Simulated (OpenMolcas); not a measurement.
# Lines of Co5+: computed and rescaled rates

| Quantity | Value |
| --- | --- |
| Program | OpenMolcas 26.06 |
| Method | MS-RASPT2, IPEA 0.25 Eh, imaginary shift 0.1 Eh (closed shells correlated: 3s) |
| Basis | ANO-RCC-VQZP [7s6p4d3f2g1h] |
| Scalar Hamiltonian | DKH2, point nucleus |
| Active space | 10 electrons in 8 orbitals (RAS1 3p, at most 2 holes; RAS2 3d) |
| State averaging | 2S+1 = 5 even, 5 roots; 2S+1 = 3 even, 45 roots; 2S+1 = 1 even, 44 roots |
| Spin-orbit coupling | state interaction with AMFI integrals over the reference wave functions, term energies averaged over their components |

Rates come from the transition moments of the reference wave functions (E1 and E2 in the length form). At fixed line strength A goes as λ^-3 for E1 and M1 and as λ^-5 for E2, so a rate at the computed wavelength can be rescaled to the measured one. Measured vacuum wavelengths follow from level energies in Sugar and Corliss, J. Phys. Chem. Ref. Data 10, 1097 (1981). Branching counts decays inside the model space alone, at computed energies, and the table is only a selection of the E2 and M1 lines, drawn from those between levels with measured partners whose computed energy lies within a factor of 1.5 of the measured one.

| Upper | Lower | Type | λ computed (nm) | λ measured (nm) | A computed (s-1) | A rescaled (s-1) | Branching % |
| --- | --- | --- | --- | --- | --- | --- | --- |
| 3d4 5D1 | 3d4 5D0 | M1 | 46520 | 49020 | 5.37e-04 | 4.59e-04 | 100.0 |
| 3d4 5D2 | 3d4 5D1 | M1 | 24310 | 25970 | 3.95e-03 | 3.24e-03 | 100.0 |
| 3d4 3H5 | 3d4 3H4 | M1 | 20980 | 23290 | 2.83e-03 | 2.07e-03 | 98.1 |
| 3d4 3H6 | 3d4 3H5 | M1 | 19750 | 23370 | 2.86e-03 | 1.73e-03 | 99.2 |
| 3d4 5D3 | 3d4 5D2 | M1 | 17210 | 18670 | 9.09e-03 | 7.12e-03 | 100.0 |
| 3d4 5D4 | 3d4 5D3 | M1 | 13820 | 15220 | 1.03e-02 | 7.71e-03 | 100.0 |
| 3d4 3G5 | 3d4 3H6 | M1 | 1641 | 1779 | 1.12e-01 |  | 33.5 |
| 3d4 3G5 | 3d4 3H5 | M1 | 1515 | 1653 | 1.19e-01 |  | 35.5 |
| 3d4 1I6 | 3d4 3H6 | M1 | 732.8 | 737.1 | 3.58e-01 |  | 55.9 |
| 3d4 1I6 | 3d4 3H5 | M1 | 706.6 | 714.6 | 2.81e-01 |  | 43.9 |
| 3d4 1S0 | 3d4 3P1(1) | M1 | 547.5 | 591.3 | 3.97e+00 |  | 100.0 |
| 3d4 1D2 | 3d4 3F3(1) | M1 | 438 | 452.4 | 1.08e+00 |  | 36.9 |
| 3d4 3H4 | 3d4 5D4 | M1 | 373.5 | 376 | 1.42e-02 |  | 83.6 |
| 3d4 3P0(1) | 3d4 5D1 | M1 | 362.4 | 370.9 | 3.49e+00 |  | 100.0 |
| 3d4 3P1(1) | 3d4 5D2 | M1 | 351.3 | 358.8 | 2.69e+00 |  | 88.8 |
| 3d4 3F4(1) | 3d4 5D4 | M1 | 337.1 | 344.4 | 1.91e+00 |  | 81.3 |
| 3d4 3P2(1) | 3d4 5D3 | M1 | 333.4 | 340.4 | 1.69e+00 |  | 87.6 |
| 3d4 3F3(1) | 3d4 5D3 | M1 | 331.5 | 338.9 | 1.12e+00 |  | 65.2 |
| 3d4 3F2(1) | 3d4 5D2 | M1 | 326.3 | 333.7 | 4.95e-01 |  | 52.2 |
| 3d4 3G4 | 3d4 5D4 | M1 | 299.1 | 305.9 | 9.70e-02 |  | 34.9 |
| 3d4 1G4(2) | 3d4 1I6 | E2 | 253.6 | 261.6 | 4.03e+00 | 3.45e+00 | 50.4 |
| 3d4 3D3 | 3d4 5D4 | M1 | 242.7 | 250.7 | 9.56e-01 |  | 59.2 |
| 3d4 3D2 | 3d4 5D1 | M1 | 232 | 240.1 | 5.02e-01 |  | 36.8 |
| 3d4 3D1 | 3d4 5D0 | M1 | 229.9 | 237.5 | 5.98e-01 |  | 34.9 |
| 3d4 3P0(2) | 3d4 5D1 | M1 | 135.2 | 138.7 | 2.01e+00 |  | 34.4 |

Spin-changing lines and M1 lines between different terms are not rescaled, since their strength hangs on the term gaps too.

The largest correction is for 3d4 3H6 → 3d4 3H5 (M1): 2.86e-03 × (19750 / 23370)^3 = 1.73e-03 s-1, a factor of 0.60.

The computed rate and branching of 3d4 5D1 → 3d4 5D0 give the upper level a radiative lifetime of 1.000 / 5.37e-04 s-1 = 1.86e+03 s, counting decays inside the model space alone. The rescaled rate gives about 2.2e+03 s.

The computed order of these levels differs from the measured one in 1 place, and where term gaps are wrong the rates of spin-changing lines can be off by large factors.

These are rates of the free ion; in crystals, glasses and complexes forced electric-dipole and non-radiative decay shorten such lifetimes by orders of magnitude. No measured rate stands beside these. Rescaling mends the energy factor alone: line strengths can still be far off where a level mixes with configurations outside the active space, and weak or spin-changing lines hang on small mixing coefficients that depend on the term gaps too, so rescaling need not improve them.

CASPT2 breaks the degeneracy within a term, and the mean is taken; among the terms shown or strongly mixed into the levels shown the widest spread is 1200 cm-1 (3d4 1I). Active for correlation alone: 3p; no level in the range computed is led by a configuration that opens it, so any true level of that kind is missing. The CASPT2 spread within a term exceeds the gap to the next term for 3d4 1I and 3d4 3D, so the order of their levels is uncertain. Computed and measured levels are paired by configuration, term and J; levels that our copy of the source lacks, or whose pairing is in doubt (as where it misses far off the trend of its configuration), stay unpaired. Only configurations of the active space appear.

A number in round brackets counts repeated terms of one configuration in the order of the reference energies.
